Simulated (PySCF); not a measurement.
## How methods differ on the ionisation energy of Cd(27+)

Cd(27+) [Ar] 3d3 (4F) → Cd(28+) [Ar] 3d2 (3F), as a difference of total energies. Computed with PySCF 2.14 in an uncontracted even-tempered set (17 s from 3.4 bohr⁻², ratio 2.5; 11 p from 4.4 bohr⁻², ratio 2.5; 8 d from 4.4 bohr⁻², ratio 2.5; 4 f from 17 bohr⁻², ratio 2.7; 3 g from 25 bohr⁻², ratio 2.7), with the non-relativistic Hamiltonian (point nucleus). Correlated levels: outer shells: [Ne] frozen; virtual orbitals above 40 to 60 times the deepest correlated orbital energy dropped. The calculations carry no spin-orbit coupling.

```json
{"method": "UHF", "ionisation energy (eV)": "1478.7"}
{"method": "LDA", "ionisation energy (eV)": "1479.0"}
{"method": "PBE", "ionisation energy (eV)": "1478.8"}
{"method": "PBE0", "ionisation energy (eV)": "1479.2"}
{"method": "r2SCAN", "ionisation energy (eV)": "1480.1"}
{"method": "TPSSh", "ionisation energy (eV)": "1478.0"}
{"method": "BP86", "ionisation energy (eV)": "1479.0"}
{"method": "MP2 (outer shells)", "ionisation energy (eV)": "1478.9"}
{"method": "SCS-MP2 (outer shells)", "ionisation energy (eV)": "1478.6"}
```

A first-order spin-orbit estimate (lowest level to lowest level, LS coupling) adds -0.212 eV.

All relativistic terms are absent from these numbers, so their closeness to the reference says little about the methods.

For comparison: 1477 ± 4 eV (theoretical estimate listed by NIST; NIST Atomic Spectra Database, ionization energies).
